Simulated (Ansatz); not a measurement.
Gas-phase electronic energies from Ansatz, PBE0-D4/def2-TZVP geometries. CBS: MP2 limit from def2 TZ/QZ plus the TZ coupled-cluster correction, frozen cores. Functionals use def2-TZVPP. Each species was taken in one conformer, which may not be the lowest.

`[SiH3]C#CC=S` + `CC#CO` → `CC#COC=S` + `C#C[SiH3]`  (substitution at a C–C bond)

| level | ΔE (kJ/mol) |
| --- | --- |
| PBE0-D4 | 33.8 |
| HF/def2-QZVPP | 23.5 |

(1) What does CCSD(T)/CBS give? (An estimate is asked.)

Largest T1 diagnostic among the species: 0.016.

Results:

(1) The calculation gave: +29.2 kJ/mol. The listed levels differ from it by 4.6, -5.7 kJ/mol.

In def2-TZVPP, CCSD(T) changes the Hartree–Fock value by +4.3 kJ/mol (the triples alone add +0.2 kJ/mol) and MP2 by +8.1 kJ/mol.
